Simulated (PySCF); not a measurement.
## A survey of 19F NMR shifts

Computed data (PySCF): PBE0-D3(BJ)/def2-SVP structure, NMR shieldings at PBE0/pcSseg-1/GIAO. Non-relativistic Hamiltonian, equivalent nuclei averaged, gas phase, one computed conformer.

Shieldings were converted by a linear fit to measured shifts: 19F (scatter 6.9 ppm rms, 7.8 ppm with the 5 outliers that the fit left out vs CFCl3, solution or neat liquid, with a term for F on sp3 carbon). A few per cent of atoms miss by over 2 rms, more outside the fitted compound classes.

Q: Give the 19F shifts of `C=C([SiH3])CC(F)F`, `F[C@@H]1CC[C@@H](F)[SiH2]1`, `FC(F)[C@@H]1CC[SiH2]1`, `F[C@@H]1C[SiH2][C@H](F)C1`, `F[C@@H]1CC[SiH2][C@H]1F`.

A: 
```
                                           compound                     environment  δ (ppm)
                                  C=C([SiH3])CC(F)F    fluorine of a CF2 group (×2)   -111.0
                         F[C@@H]1CC[C@@H](F)[SiH2]1  fluorine on an sp3 carbon (×2)   -216.1
 [F:1][CH:2]([F:3])[C@@H:4]1[CH2:5][CH2:6][SiH2:7]1     F3: fluorine of a CF2 group   -108.2
 [F:1][CH:2]([F:3])[C@@H:4]1[CH2:5][CH2:6][SiH2:7]1     F1: fluorine of a CF2 group   -112.2
[F:1][C@@H:2]1[CH2:3][SiH2:4][C@H:5]([F:6])[CH2:7]1   F1: fluorine on an sp3 carbon   -172.8
[F:1][C@@H:2]1[CH2:3][SiH2:4][C@H:5]([F:6])[CH2:7]1   F6: fluorine on an sp3 carbon   -226.5
  [F:1][C@@H:2]1[CH2:3][CH2:4][SiH2:5][C@H:6]1[F:7]   F1: fluorine on an sp3 carbon   -195.0
  [F:1][C@@H:2]1[CH2:3][CH2:4][SiH2:5][C@H:6]1[F:7]   F7: fluorine on an sp3 carbon   -223.6
```
